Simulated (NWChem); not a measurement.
## Total energies of germylsilane (H6GeSi)

SMILES: [SiH3][GeH3]
```xyz
8

Si     0.0617     1.6043     0.0000
Ge    -0.0299    -0.7770     0.0000
H      0.7827     2.0914     1.2154
H      0.7827     2.0914    -1.2154
H     -1.3209     2.1722     0.0000
H     -0.7716    -1.2892     1.2495
H     -0.7716    -1.2892    -1.2495
H      1.3910    -1.3725     0.0000
```
Charge 0, spin multiplicity 1.

Everything below was run with NWChem. Structure: optimised with PBE0/def2-SVP, a minimum by its harmonic frequencies.

Basis set: def2-TZVP (121 functions).

```json
[
 {"method": "RHF", "total energy (Ha)": "-2367.79102", "relative cost": "1"},
 {"method": "MP2", "total energy (Ha)": "-2368.17234", "relative cost": "under 3"},
 {"method": "B2PLYP", "total energy (Ha)": "-2369.59075", "relative cost": "under 3"},
 {"method": "PBE", "total energy (Ha)": "-2369.61360", "relative cost": "under 3"},
 {"method": "B3LYP", "total energy (Ha)": "-2370.17387", "relative cost": "under 3"},
 {"method": "LDA (SVWN5)", "total energy (Ha)": "-2365.72713", "relative cost": "under 3"}
]
```

Total energies of different functionals aren't comparable as a measure of quality: only differences taken within one method are. Costs are rough ratios of processor time within this set of runs, SCF included, with RHF as 1.

The Hamiltonian is non-relativistic. The correlated methods keep 14 core orbitals frozen. B3LYP has NWChem's definition, with VWN1-RPA local correlation.
